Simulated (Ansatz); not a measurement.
Isolated molecules relaxed with PBE0-D4/def2-TZVP in Ansatz; ΔE leaves out vibrations. CBS: MP2 limit from def2 TZ/QZ plus the TZ coupled-cluster correction, frozen cores. This one scheme is used for every species. DFT in def2-TZVPP. For Ge outer-core shells are correlated without core-valence functions, which leaves a few kJ/mol of doubt a bond. Scalar relativity is left out up to krypton. One conformer a species, not always the lowest.

Consider the cleavage of the Al–Si bond: `F[SiH2][AlH][GeH3]` + CH₃OH → `C[O][AlH][GeH3]` + `F[SiH3]`.

Task: Is it downhill or uphill in electronic energy at CCSD(T)/CBS, and by how much? (Best estimate.)

Result: The calculation gave: Downhill: ΔE = -35.2 kcal/mol.

Task: What do these levels give: r2SCAN-D4, PBE0-D4, ωB97M-V, r2SCAN, SCS-MP2/def2-TZVPP, CCSD/CBS(def2)? (Best estimate.)

Result: Computed: r2SCAN-D4 -34.9, PBE0-D4 -31.1, ωB97M-V -36.5, r2SCAN -34.8, SCS-MP2/def2-TZVPP -38.5, CCSD/CBS(def2) -35.4 kcal/mol.

Largest T1 diagnostic among the species: 0.013.

From PBE to PBE0 (25 % exact exchange), in def2-TZVPP and without D4, ΔE moves by −0.9 kcal/mol.
